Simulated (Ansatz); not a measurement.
Wavefunction ladder for CH$_{6}$FNSi, SMILES `FCN[SiH3]`

Z-matrix (Å, degrees):
```
C
N 1 1.404
F 1 1.402 2 112.9
H 1 1.093 2 110.2 3 118.4
H 1 1.093 2 111.3 3 -118.9
Si 2 1.733 1 123.3 3 -76.7
H 2 1.009 1 113.7 3 77.8
H 6 1.488 2 115.0 1 78.5
H 6 1.485 2 107.5 1 -161.0
H 6 1.485 2 106.5 1 -41.8
```

Total charge 0; spin multiplicity 1. The geometry is a stationary point of PBE0-D4/def2-TZVP. It is one conformer, not always the lowest. Frozen core, restricted reference, Ansatz 0.2.0. CBS rows extrapolate triple and quadruple zeta; past MP2 they add the triple-zeta difference.

```
     basis     HF (Eh)  MP2 corr.  CCSD corr.       (T)  CCSD(T) total
  def2-SVP  -483.95169   -0.59394    -0.63927  -0.01452     -484.60548
def2-TZVPP  -484.29307   -0.76082    -0.79815  -0.02705     -485.11827
def2-QZVPP  -484.31144   -0.82085           –         –              –
 CBS(def2)  -484.31397   -0.86531    -0.90264     as TZ     -485.24366
```
